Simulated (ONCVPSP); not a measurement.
## What one change does to a pseudopotential (C, ONCV)

carbon (C), optimised norm-conserving Vanderbilt (ONCV), made with ONCVPSP 4.0.1 (PBEsol, fully relativistic). Core [He], reference 2s2 2p1 (charge +1). Waves: 2s: rc 1.20 bohr, ncon 3, nbas 8, qcut 6.8 1/bohr, 2 projectors, debl 1.1 Ha; 2p: rc 1.70 bohr, ncon 4, nbas 9, qcut 8.5 1/bohr, 2 projectors, debl 1.1 Ha; d scattering state at 0.05 Ha: rc 1.75 bohr, ncon 5, nbas 10, qcut 5.2 1/bohr, 2 projectors, debl 3.8 Ha. Local part: polynomial inside 0.95 bohr (lpopt 1, dvloc0 0 Ha). Core correction: polynomial model core, fcfact 0.45.

Open shells are filled in proportion to 2j + 1.

Change: all radii but the core radius scaled by about 0.94 (s 1.12, p 1.60, d 1.64 bohr); local potential polynomial inside 0.90 bohr (lpopt 1, dvloc0 0 Ha).

Cutoffs: the cutoffs (Ha) at which the residual kinetic energy of the hardest occupied pseudo-wave falls to 1 and 0.1 mHa per electron; they do not see the model core or the augmentation charge, which bear on the density cutoff. Errors are all-electron minus pseudo energies relative to the spin-unpolarised reference configuration.

Q: How do hardness, ghosts and transferability respond?

A: The potential gets neither clearly harder nor softer (21 Ha and 26 Ha → 22 Ha and 27 Ha); of the 4 tests that both files solve, the error grows in 0 and shrinks in 3 by more than 15 % and 0.3 meV (median size 44.8 → 37.1 meV); neither file shows a bound ghost. Less of the atom is replaced, so other configurations are described better.

| quantity | base | changed |
| --- | --- | --- |
| cutoff, loose | 21 Ha | 22 Ha |
| cutoff, tight | 26 Ha | 27 Ha |
| loose cutoff by channel | s 17 Ha, p 21 Ha | s 18 Ha, p 22 Ha |
| bound ghosts | none | none |
| GHOST(+) flags under 300 eV | none | none |
| error for 2s2 2p2, meV [ΔE -10.79 eV] | +12 | +10 |
| error for 2s2 2p0, meV [ΔE 24.02 eV] | +57 | +48 |
| error for 2s1 2p0, meV [ΔE 71.98 eV] | +170 | +158 |
| error for 2s1 2p3, meV [ΔE -2.36 eV] | +33 | +27 |
| rms error of d²Exc/dni dnj with the model core, mHa | 7.08 | 6.74 |
